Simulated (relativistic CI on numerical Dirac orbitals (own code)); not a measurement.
Ligand-field terms of d9

Computed with a parametric ligand-field model of a d^n configuration (Racah B and C, spin-orbit zeta, crystal field), exact diagonalisation.

Field parameters in Wybourne normalisation: Oh B⁴₀ = 21Dq, B⁴₄ = √(5/14) B⁴₀. The field is a parameter set, without covalency.

B = 820 cm⁻¹, C = 4030 cm⁻¹ (C/B = 4.91), Oh, no spin-orbit coupling. Tanabe-Sugano data, E/B above the lowest term (Δ = |10Dq|; b, c mark the second and third term of a kind):

```tsv
Δ/B	2E	2T2
1.0	0.00	1.00
5.0	0.00	5.00
9.0	0.00	9.00
13.0	0.00	13.00
17.0	0.00	17.00
21.0	0.00	21.00
25.0	0.00	25.00
29.0	0.00	29.00
33.0	0.00	33.00
37.0	0.00	37.00
41.0	0.00	41.00
45.0	0.00	45.00
```

The ground term stays 2E.
